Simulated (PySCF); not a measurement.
Isomers of C9H14. Level of theory: PBE0-D3(BJ)/def2-SVP geometry optimisation, gas phase in PySCF 2.14.0. Energies are electronic, without zero-point or thermal terms, for one conformer each. No frequencies were run at this level. Point groups hold within 0.08 Å.

Question: Rank from lowest to highest electronic energy at this level (kcal/mol).
A. `[CH2:1]=[CH:2][C@@H:3]1[CH2:4][C@H:5]2[CH2:6][C@@:7]2([CH3:8])[CH2:9]1` with C1–C2–C3–C4 127°, C2–C3–C4–C5 -159°, C3–C4–C5–C6 -45°, C4–C5–C6–C7 96°, C5–C6–C7–C8 113°
B. `[CH3:1][CH2:2][C:3]#[C:4][CH2:5][CH:6]1[CH2:7][CH2:8][CH2:9]1` with C4–C5–C6–C7 171°, C5–C6–C7–C8 -142°, C6–C7–C8–C9 19°, C7–C8–C9–C6 -19°, C5–C6–C9–C8 142°

Answer: A (0.0), B (30.6).

As drawn, the lower has a three-membered ring, a C=C bond outside aromatic rings and a quaternary carbon, which the higher lacks; the higher has a four-membered ring and a C≡C bond, which the lower lacks.

| SMILES | E (Eh) | E rel (kcal/mol) | dipole (D) | point group | A, B, C (MHz) |
| --- | --- | --- | --- | --- | --- |
| C=C[C@@H]1C[C@H]2C[C@@]2(C)C1 | -350.69035 | 0.0 | 0.34 | C1 | 3218, 1140, 958.8 |
| CCC#CCC1CCC1 | -350.64151 | 30.6 | 0.24 | C1 | 3688, 658.9, 580.3 |
